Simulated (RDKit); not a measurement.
RDKit input (MMFF94):

```python
from rdkit import Chem
from rdkit.Chem import AllChem, rdDetermineBonds

mol = Chem.MolFromXYZFile('mol.xyz')
rdDetermineBonds.DetermineBonds(mol, charge=-1)
print('SMILES', Chem.MolToSmiles(Chem.RemoveHs(mol)))
ff = AllChem.MMFFGetMoleculeForceField(mol, AllChem.MMFFGetMoleculeProperties(mol))
e0 = ff.CalcEnergy()
flag = ff.Minimize(maxIts=5000, forceTol=1e-5)
print(f'energy {e0:.4f} -> {ff.CalcEnergy():.4f} kcal/mol, converged: {flag == 0}')
print(Chem.MolToXYZBlock(mol))
```
mol.xyz:
```
5

C     -0.00000000    -0.00000000    -2.03845764
C     -0.00000000    -0.00000000    -0.79131676
C      0.00000000     0.00000000     0.56764548
C      0.00000000     0.00000000     1.78765060
H      0.00000000     0.00000000     2.84686993
```

Output:

```
SMILES [C-]#CC#C
energy 54.4530 -> 4.5648 kcal/mol, converged: True
5

C      0.000000    0.000000   -2.376897
C      0.000000    0.000000   -0.836587
C      0.000000    0.000000    0.706361
C      0.000000    0.000000    1.907016
H      0.000000    0.000000    2.972498
```

The dipole moment of an ion depends on the origin.

The geometry given is a B3LYP-D3(BJ)/def2-TZVP minimum.
